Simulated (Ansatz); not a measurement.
# Nudged elastic band run: ClH5O2Si

input.yaml

```yaml
crystal:
  periodic: [false, false, false]
  atoms:
    - { symbol: Si, position_ang: [-0.371725, 0.345005, -0.23687] }
    - { symbol: O, position_ang: [0.054405, -0.07962, 1.28579] }
    - { symbol: H, position_ang: [-0.654286, -0.111195, 1.940563] }
    - { symbol: H, position_ang: [0.883845, 0.553584, -0.975351] }
    - { symbol: O, position_ang: [-1.363805, 1.655507, -0.181082] }
    - { symbol: H, position_ang: [-2.052514, 1.709792, -0.853889] }
    - { symbol: Cl, position_ang: [-1.412071, -1.164398, -1.198894] }
    - { symbol: H, position_ang: [1.659971, -2.899474, 2.161205] }
    - { symbol: H, position_ang: [1.347979, -2.258299, 1.948327] }
basis:
  gaussian: { orbitals: "6-31G*" }
hamiltonian:
  xc: pbe0
  dispersion: d4
neb:
  order_check: false
  images: 7
  f_tol: 0.03
  max_iterations: 60
  final_atoms:
    - { symbol: Si, position_ang: [-0.14052344, -0.52755264, -0.276222] }
    - { symbol: O, position_ang: [0.79617704, -0.04545527, 1.84477144] }
    - { symbol: H, position_ang: [0.12848489, 0.63276165, 2.03638089] }
    - { symbol: H, position_ang: [1.11286771, 0.13137009, -0.68762651] }
    - { symbol: O, position_ang: [-1.26714458, 0.45246688, 0.48241729] }
    - { symbol: H, position_ang: [-2.01296587, 0.6680643, -0.0923326] }
    - { symbol: Cl, position_ang: [-1.08359522, -0.88976414, -2.1330211] }
    - { symbol: H, position_ang: [-0.03115916, -1.89933122, 0.26603237] }
    - { symbol: H, position_ang: [0.58965761, -0.77165765, 2.44939922] }
  initial_path:
    images:
      - { positions_ang: [[-0.371725, 0.345005, -0.23687], [0.054405, -0.07962, 1.28579], [-0.654286, -0.111195, 1.940563], [0.883845, 0.553584, -0.975351], [-1.363805, 1.655507, -0.181082], [-2.052514, 1.709792, -0.853889], [-1.412071, -1.164398, -1.198894], [1.659971, -2.899474, 2.161205], [1.347979, -2.258299, 1.948327]] }
      - { positions_ang: [[-0.2892152, 0.26427777, -0.17891972], [0.07717976, -0.07845319, 1.46783026], [-0.67271108, -0.1782833, 2.06022908], [0.9839851, 0.42932758, -0.88531392], [-1.24442307, 1.59454995, -0.2414147], [-2.00429591, 1.57833861, -0.78209763], [-1.33394406, -1.29535431, -1.07475988], [1.41180233, -2.55805371, 1.72401125], [1.16342113, -2.0054474, 1.80023426]] }
      - { positions_ang: [[-0.20670539, 0.18355054, -0.12096945], [0.09995452, -0.07728638, 1.64987052], [-0.69113615, -0.2453716, 2.17989516], [1.0841252, 0.30507116, -0.79527683], [-1.12504114, 1.5335929, -0.30174741], [-1.95607783, 1.44688522, -0.71030625], [-1.25581713, -1.42631063, -0.95062575], [1.16363366, -2.21663342, 1.2868175], [0.97886326, -1.75259579, 1.65214152]] }
      - { positions_ang: [[-0.12419559, 0.10282331, -0.06301917], [0.12272928, -0.07611956, 1.83191078], [-0.70956123, -0.3124599, 2.29956123], [1.1842653, 0.18081474, -0.70523975], [-1.00565921, 1.47263584, -0.36208011], [-1.90785974, 1.31543183, -0.63851488], [-1.17769019, -1.55726694, -0.82649163], [0.91546499, -1.87521313, 0.84962374], [0.79430539, -1.49974419, 1.50404877]] }
      - { positions_ang: [[-0.04168578, 0.02209608, -0.00506889], [0.14550403, -0.07495275, 2.01395104], [-0.72798631, -0.3795482, 2.41922731], [1.2844054, 0.05655832, -0.61520266], [-0.88627727, 1.41167879, -0.42241282], [-1.85964165, 1.18397844, -0.5667235], [-1.09956325, -1.68822325, -0.7023575], [0.66729632, -1.53379284, 0.41242999], [0.60974752, -1.24689258, 1.35595603]] }
      - { positions_ang: [[-0.0663952, -0.1153161, -0.07285717], [0.30817229, -0.06757838, 1.97165614], [-0.51386851, -0.12647074, 2.3235157], [1.24152097, 0.07526127, -0.63330862], [-0.9814941, 1.17187581, -0.19620529], [-1.89797271, 1.0549999, -0.44812578], [-1.09557124, -1.48860847, -1.0600234], [0.49268245, -1.62517743, 0.37583059], [0.60472504, -1.12808385, 1.62931683]] }
      - { positions_ang: [[-0.09110461, -0.25272828, -0.14064545], [0.47084054, -0.06020401, 1.92936124], [-0.29975071, 0.12660672, 2.2278041], [1.19863655, 0.09396421, -0.65141459], [-1.07671092, 0.93207284, 0.03000224], [-1.93630376, 0.92602137, -0.32952805], [-1.09157924, -1.28899369, -1.4176893], [0.31806858, -1.71656203, 0.33923118], [0.59970257, -1.00927512, 1.90267763]] }
      - { positions_ang: [[-0.11581402, -0.39014046, -0.20843372], [0.63350879, -0.05282964, 1.88706634], [-0.08563291, 0.37968418, 2.13209249], [1.15575213, 0.11266715, -0.66952055], [-1.17192775, 0.69226986, 0.25620976], [-1.97463481, 0.79704283, -0.21093033], [-1.08758723, -1.08937891, -1.7753552], [0.14345471, -1.80794662, 0.30263178], [0.59468009, -0.89046638, 2.17603842]] }
      - { positions_ang: [[-0.14052344, -0.52755264, -0.276222], [0.79617704, -0.04545527, 1.84477144], [0.12848489, 0.63276165, 2.03638089], [1.11286771, 0.13137009, -0.68762651], [-1.26714458, 0.45246688, 0.48241729], [-2.01296587, 0.6680643, -0.0923326], [-1.08359522, -0.88976414, -2.1330211], [-0.03115916, -1.89933122, 0.26603237], [0.58965761, -0.77165765, 2.44939922]] }
```

Run as:

```bash
$ ansatz run input.yaml --threads 1 --pin off --max-ram 2048MiB --backend cpu --events-out ev --progress --plain --runs-dir out
```

Output, in part (warnings, iteration lines, the closing report on the highest movable image, with atoms numbered from 0):

```
NEB end point (image 0): max|allowed force component| = 1.034e-2 eV/Å (the criterion of neb.relax_end_points is 1.000e-2)
NEB end point (image 8): max|allowed force component| = 2.327e-2 eV/Å (the criterion of neb.relax_end_points is 1.000e-2)
NEB iter   1: max|band force component| = 8.880e0 eV/Å  barrier→ = 3.6061 eV  barrier← = 2.9465 eV  Δτ_max = 0.2000 Å  (223 SCF iters)
NEB iter   2: max|band force component| = 2.530e0 eV/Å  barrier→ = 2.5500 eV  barrier← = 1.8904 eV  Δτ_max = 0.2000 Å  (196 SCF iters)
NEB iter   3: max|band force component| = 4.465e0 eV/Å  barrier→ = 2.3923 eV  barrier← = 1.7327 eV  Δτ_max = 0.1001 Å  (203 SCF iters)
NEB iter   4: max|band force component| = 1.254e0 eV/Å  barrier→ = 2.2204 eV  barrier← = 1.5608 eV  Δτ_max = 0.1656 Å  (198 SCF iters)
NEB iter   5: max|band force component| = 1.147e0 eV/Å  barrier→ = 2.1087 eV  barrier← = 1.4491 eV  Δτ_max = 0.1712 Å  (197 SCF iters)
NEB iter   6: max|band force component| = 1.172e0 eV/Å  barrier→ = 1.9946 eV  barrier← = 1.3349 eV  Δτ_max = 0.0679 Å  (195 SCF iters)
NEB iter   7: max|band force component| = 8.082e-1 eV/Å  barrier→ = 1.9371 eV  barrier← = 1.2775 eV  Δτ_max = 0.0877 Å  (198 SCF iters)
NEB iter   8: max|band force component| = 5.689e-1 eV/Å  barrier→ = 1.9020 eV  barrier← = 1.2424 eV  Δτ_max = 0.0865 Å  (198 SCF iters)
NEB iter   9: max|band force component| = 7.261e-1 eV/Å  barrier→ = 1.8512 eV  barrier← = 1.1916 eV  CI = image 5  Δτ_max = 0.0870 Å  (193 SCF iters)
NEB iter  10: max|band force component| = 1.210e0 eV/Å  barrier→ = 1.9963 eV  barrier← = 1.3367 eV  CI = image 5  Δτ_max = 0.1782 Å  (192 SCF iters)
NEB iter  11: max|band force component| = 1.488e0 eV/Å  barrier→ = 2.3623 eV  barrier← = 1.7027 eV  CI = image 5  Δτ_max = 0.1759 Å  (196 SCF iters)
NEB iter  12: max|band force component| = 1.310e0 eV/Å  barrier→ = 2.5845 eV  barrier← = 1.9249 eV  CI = image 5  Δτ_max = 0.1812 Å  (195 SCF iters)
NEB iter  13: max|band force component| = 6.187e-1 eV/Å  barrier→ = 2.4557 eV  barrier← = 1.7961 eV  CI = image 5  Δτ_max = 0.1289 Å  (185 SCF iters)
NEB iter  14: max|band force component| = 3.881e-1 eV/Å  barrier→ = 2.4345 eV  barrier← = 1.7748 eV  CI = image 5  Δτ_max = 0.0442 Å  (193 SCF iters)
NEB iter  15: max|band force component| = 3.028e-1 eV/Å  barrier→ = 2.4146 eV  barrier← = 1.7550 eV  CI = image 5  Δτ_max = 0.1124 Å  (181 SCF iters)
NEB iter  16: max|band force component| = 5.730e-1 eV/Å  barrier→ = 2.3931 eV  barrier← = 1.7335 eV  CI = image 5  Δτ_max = 0.0551 Å  (189 SCF iters)
NEB iter  17: max|band force component| = 2.436e-1 eV/Å  barrier→ = 2.3786 eV  barrier← = 1.7190 eV  CI = image 5  Δτ_max = 0.0916 Å  (183 SCF iters)
NEB iter  18: max|band force component| = 1.769e-1 eV/Å  barrier→ = 2.3646 eV  barrier← = 1.7050 eV  CI = image 5  Δτ_max = 0.1027 Å  (188 SCF iters)
NEB iter  19: max|band force component| = 2.627e-1 eV/Å  barrier→ = 2.3489 eV  barrier← = 1.6893 eV  CI = image 5  Δτ_max = 0.0510 Å  (191 SCF iters)
NEB iter  20: max|band force component| = 2.215e-1 eV/Å  barrier→ = 2.3419 eV  barrier← = 1.6823 eV  CI = image 5  Δτ_max = 0.1028 Å  (193 SCF iters)
NEB iter  21: max|band force component| = 1.766e-1 eV/Å  barrier→ = 2.3308 eV  barrier← = 1.6712 eV  CI = image 5  Δτ_max = 0.1019 Å  (189 SCF iters)
NEB iter  22: max|band force component| = 1.340e-1 eV/Å  barrier→ = 2.3219 eV  barrier← = 1.6623 eV  CI = image 5  Δτ_max = 0.1019 Å  (197 SCF iters)
NEB iter  23: max|band force component| = 1.157e-1 eV/Å  barrier→ = 2.3148 eV  barrier← = 1.6552 eV  CI = image 5  Δτ_max = 0.1019 Å  (198 SCF iters)
NEB iter  24: max|band force component| = 9.510e-2 eV/Å  barrier→ = 2.3085 eV  barrier← = 1.6489 eV  CI = image 5  Δτ_max = 0.1019 Å  (198 SCF iters)
NEB iter  25: max|band force component| = 8.836e-2 eV/Å  barrier→ = 2.3030 eV  barrier← = 1.6434 eV  CI = image 5  Δτ_max = 0.1019 Å  (198 SCF iters)
NEB iter  26: max|band force component| = 1.041e-1 eV/Å  barrier→ = 2.2988 eV  barrier← = 1.6392 eV  CI = image 5  Δτ_max = 0.0510 Å  (198 SCF iters)
NEB iter  27: max|band force component| = 8.409e-2 eV/Å  barrier→ = 2.2975 eV  barrier← = 1.6378 eV  CI = image 5  Δτ_max = 0.0510 Å  (195 SCF iters)
NEB iter  28: max|band force component| = 1.235e-1 eV/Å  barrier→ = 2.2971 eV  barrier← = 1.6375 eV  CI = image 5  Δτ_max = 0.0255 Å  (198 SCF iters)
NEB iter  29: max|band force component| = 5.214e-2 eV/Å  barrier→ = 2.2962 eV  barrier← = 1.6366 eV  CI = image 5  Δτ_max = 0.0509 Å  (174 SCF iters)
NEB iter  30: max|band force component| = 3.126e-2 eV/Å  barrier→ = 2.2961 eV  barrier← = 1.6365 eV  CI = image 5  Δτ_max = 0.0508 Å  (167 SCF iters)
NEB iter  31: max|band force component| = 2.546e-2 eV/Å  barrier→ = 2.2960 eV  barrier← = 1.6364 eV  CI = image 5  Δτ_max = 0.0000 Å  (345 SCF iters)
Total energy: -24563.56428214 eV, -902.6943375867 hartree
Atom 0 at     0.006342    -0.214658     0.027606 Å, force    -0.001890    -0.000937     0.001535 eV/Å
Atom 1 at     0.549620     0.017659     1.761333 Å, force     0.010059     0.003859     0.009829 eV/Å
Atom 2 at    -0.126596     0.470682     2.291035 Å, force    -0.006628    -0.001663    -0.003767 eV/Å
Atom 3 at     1.271655     0.206411    -0.595401 Å, force     0.000117    -0.000194     0.000151 eV/Å
Atom 4 at    -1.272821     0.809714     0.282817 Å, force     0.001057    -0.007997    -0.010540 eV/Å
Atom 5 at    -1.928969     0.785895    -0.426879 Å, force    -0.002361     0.006208     0.004657 eV/Å
Atom 6 at    -0.820272    -1.295602    -1.625855 Å, force    -0.000511     0.001862     0.002225 eV/Å
Atom 7 at     0.108218    -1.793516     0.706794 Å, force    -0.003048    -0.001264     0.001743 eV/Å
Atom 8 at     0.304621    -1.235684     1.468350 Å, force     0.003205     0.000126    -0.005833 eV/Å
Dipole moment:    -0.159230     0.176689     0.417146 e Å
```

It converged. Neighbouring images differ by up to 1.3 eV, so the band resolves the path poorly. A vibrational analysis at the climbing image gives one clearly imaginary mode, 1353i cm⁻¹: a first-order saddle point. The orbitals stay closed-shell, which can raise the energy where a bond breaks towards radicals; this wasn't checked here.

Final band (atoms are numbered from 1 in the order of the input):

| image | path coordinate (Å) | energy (kJ/mol) | Si1–O2 (Å) | H8–H9 (Å) | Si1–H8 (Å) |
| --- | --- | --- | --- | --- | --- |
| 0 | 0.00 | 0.0 | 1.64 | 0.74 | 4.52 |
| 1 | 0.91 | -0.1 | 1.64 | 0.74 | 4.28 |
| 2 | 1.83 | 1.4 | 1.64 | 0.74 | 3.94 |
| 3 | 2.74 | 18.5 | 1.64 | 0.74 | 3.21 |
| 4 | 3.65 | 92.2 | 1.66 | 0.75 | 2.47 |
| 5 | 4.56 | 221.5 | 1.83 | 0.96 | 1.72 |
| 6 | 5.13 | 118.0 | 2.07 | 1.50 | 1.53 |
| 7 | 5.70 | 71.9 | 2.25 | 2.04 | 1.49 |
| 8 | 6.27 | 63.6 | 2.37 | 2.53 | 1.48 |

Run time: 13 min on 1 thread of Arm Neoverse V1, with other jobs on the host, peak memory 0.16 GiB.
